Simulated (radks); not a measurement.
Spherical jellium clusters: N electrons in a uniform positive sphere of charge N and radius rs N^(1/3), rs = 2.07 bohr. Method: non-relativistic Kohn-Sham, PBEsol, spin-polarised, spherical densities; computed with a radial shooting solver with Libxc functionals. Levels are named by radial order and angular momentum (1s, 1p, 1d, 2s, ...), and open shells are averaged over m.

N = 30, configuration 1s2 1p6 1d10 2s2 1f(up 7, down 3). This is the lowest configuration that the search found. Occupied and some empty levels:

level    occupation  eigenvalue (eV)  <r> (bohr)
1s up             1          -12.800       3.647
1s down           1          -12.627       3.546
1p up             3          -10.161       4.552
1p down           3          -9.8398       4.482
1d up             5          -7.1609       5.215
1d down           5          -6.7484       5.179
2s up             1          -6.4737       4.599
2s down           1          -6.1964       4.634
1f up             7          -3.8840       5.843
1f down           3          -3.4294       5.845
2p up             0          -3.0587       5.823
2p down           0          -2.7910       5.872
1g up             0         -0.51705       6.746
1g down           0        -0.083042       6.917

Energy (eV): total -6.62581, kinetic 174.72, external -4419.4, Hartree 2143.4, exchange-correlation -189.88, background 2284.5.

Electron density:

r (bohr)  n(r) (e/bohr^3)
0.485             0.03219
1.03              0.02942
1.57              0.02610
2.11              0.02377
2.65              0.02343
3.19              0.02495
3.73              0.02712
4.27              0.02819
4.81              0.02671
5.35              0.02236
5.89              0.01625
6.43              0.01020
6.97             0.005718
7.51             0.002976
8.05             0.001482
8.59            0.0007196
9.13            0.0003457
9.67            0.0001661
10.2           0.00008050
10.8           0.00003907
